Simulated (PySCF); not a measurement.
## Calculated data, B2H5OSi, CH5BOSi

Calculation on a computer-drawn molecule: the log of a Hartree-Fock and frozen-core CCSD(T) single point meant for a local Hartree-Fock minimum, with one planted fault or none, to be diagnosed. Offsets are logged minus clean, where the clean run is the same molecule without the fault. The reference is restricted for singlets and unrestricted otherwise, and also for a bond in bohr or an excited solution. Adding or removing an electron swaps singlet and doublet. The excited solution moves the top pair (singlet) or top alpha electron (doublet) to the lowest empty orbital. Highest occupied and lowest empty are orbital energies over both spins, largest force is the largest gradient component, triples share is (T) over the correlation energy, the T1 limit is 0.02 restricted and 0.045 unrestricted, electrons count all cores, a negative frequency is imaginary (commonest isotopes), and the dipole is about the centre of nuclear charge. Program: PySCF 2.14.0.

Common to all runs: meant charge 0; meant basis cc-pV(D+d)Z; logged basis functions 90; logged SCF converged yes; logged CC converged yes; logged SCF stable within its kind yes; possible faults no fault, one electron removed, one electron added, multiplicity raised by two, geometry at a saddle point, SCF held on an excited solution, minimal basis STO-3G, one bond length entered in bohr, all coordinates scaled.

(1) B2H5OSi

Logged structure:
```xyz
9
B2H5OSi
B     -0.8397    -0.4183    -1.1900
O     -0.3491    -1.2788    -0.2586
B     -0.4712    -1.2729     1.1033
Si    -1.6136    -0.0134     2.1987
H     -0.6491    -0.6776    -2.3434
H     -1.4337     0.5701    -0.8536
H      0.2096    -2.0645     1.6988
H     -1.8650    -0.4687     3.5850
H     -2.8241     0.6208     1.6312
```

- meant multiplicity: 2
- logged electrons: 37
- logged spin squared: 0.7664
- logged highest occupied: -8.597 eV
- logged lowest empty: 0.77842 eV
- logged largest force: 1.844e-05 hartree/bohr
- logged lowest frequency: 104.42 cm⁻¹
- logged T1 diagnostic: 0.017553
- logged D1 diagnostic: 0.066678
- logged triples share: 0.026796
- logged dipole magnitude: 0.42284 debye
- logged energy HF: -416.10464 hartree
- logged energy CCSD(T): -416.59893 hartree
- planted fault: no fault
- HF energy offset from clean run: 0 kcal/mol
- CCSD(T) energy offset from clean run: 0 kcal/mol

Drawn bonds:
```csv
atom,other atom,order
1,2,1
2,3,1
3,4,1
1,5,1
1,6,1
3,7,1
4,8,1
4,9,1
```

(2) CH5BOSi

Logged structure:
```xyz
9
CH5BOSi
B     -2.2100     1.8079    -0.5060
O     -1.3640     1.3289     0.4130
C     -1.7700     0.7344     1.6291
Si    -1.5666    -1.1707     1.7936
H     -1.7366     2.2736    -1.5048
H     -3.4020     1.7689    -0.3249
H     -2.8382     0.9266     1.8221
H     -1.2323     1.2350     2.4397
H     -1.5267    -1.4615     0.3095
```

* meant multiplicity: 1
* logged electrons: 37
* logged spin squared: 0.7642
* logged highest occupied: -16.366 eV
* logged lowest empty: -7.0467 eV
* logged largest force: 0.044775 hartree/bohr
* logged T1 diagnostic: 0.02264
* logged D1 diagnostic: 0.11408
* logged triples share: 0.029525
* logged dipole magnitude: 6.9425 debye
* logged energy HF: -428.92632 hartree
* logged energy CCSD(T): -429.45453 hartree
* planted fault: one electron removed
* HF energy offset from clean run: 184.1 kcal/mol
* CCSD(T) energy offset from clean run: 203.5 kcal/mol

Drawn bonds:
```csv
atom,other atom,order
1,2,1
2,3,1
3,4,1
1,5,1
1,6,1
3,7,1
3,8,1
4,9,1
```

(3) CH5BOSi

Logged structure:
```xyz
9
CH5BOSi
B     -2.3448     1.9181    -0.5369
O     -1.4472     1.4100     0.4382
C     -1.8779     0.7792     1.7285
Si    -1.6621    -1.2421     1.9030
H     -1.8426     2.4123    -1.5965
H     -3.6095     1.8768    -0.3447
H     -3.0113     0.9831     1.9333
H     -1.3074     1.3104     2.5886
H     -1.6199    -1.5506     0.3284
```

- meant multiplicity: 1
- logged electrons: 38
- logged spin squared: 0
- logged highest occupied: -9.125 eV
- logged lowest empty: 0.31341 eV
- logged largest force: 0.04709 hartree/bohr
- logged T1 diagnostic: 0.018416
- logged D1 diagnostic: 0.067067
- logged triples share: 0.030311
- logged dipole magnitude: 1.5103 debye
- logged energy HF: -429.19341 hartree
- logged energy CCSD(T): -429.7641 hartree
- planted fault: all coordinates scaled, by +6.1 %
- HF energy offset from clean run: 16.47 kcal/mol
- CCSD(T) energy offset from clean run: 9.291 kcal/mol

Drawn bonds:
```csv
atom,other atom,order
1,2,1
2,3,1
3,4,1
1,5,1
1,6,1
3,7,1
3,8,1
4,9,1
```
